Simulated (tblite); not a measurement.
Species: C8H3F3O2S.
Numbering: `[CH3:1][S:2](=[O:3])(=[O:4])[C:5]#[C:6][C:7]#[C:8][C:9]#[C:10][C:11]([F:12])([F:13])[F:14]` (hydrogens: H15, H16, H17 on C1)

The geometry is computed with GFN2-xTB (gas phase).

Q: List the bond lengths and angles at this level.

A: 
```tsv
bond	length (Å)	order
C1–S2	1.809	single
S2=O3, S2=O4	1.432	double
S2–C5	1.756	single
C5≡C6	1.213	triple
C6–C7	1.349	single
C7≡C8	1.218	triple
C8–C9	1.346	single
C9≡C10	1.210	triple
C10–C11	1.452	single
C11–F12, C11–F13, C11–F14	1.343	single
C1–H15, C1–H16, C1–H17	1.084	single
```

Bonds in one row agree within 0.01 Å and their mean is given. Orders are formal, as drawn. A selection of angles:
```tsv
angle	degrees
C1–S2–O3	110.1
C1–S2–C5	101.5
O3–S2–O4	119.5
O3–S2–C5	107.0
S2–C5–C6	172.5
C5–C6–C7	177.7
C6–C7–C8	179.4
C7–C8–C9	179.9
C8–C9–C10	179.8
C9–C10–C11	180.0
C10–C11–F12	112.0
F12–C11–F13	106.8
```

The 6 C–C bonds span 1.210 Å (C9≡C10, drawn triple) to 1.452 Å (C10–C11, drawn single), a spread of 0.242 Å. The 2 C–S bonds span 1.756 Å (S2–C5, drawn single) to 1.809 Å (C1–S2, drawn single), a spread of 0.053 Å. S2 (sulfonyl sulfur) is distorted tetrahedral (angles from 101.5° to 119.5°). All 3 C–F bonds measure 1.342 to 1.343 Å.

Point group: C1 (no symmetry element, even within 0.4 Å). Its lowest GFN2-xTB frequency is 7 cm⁻¹, too small to tell a flat minimum from a shallow saddle.
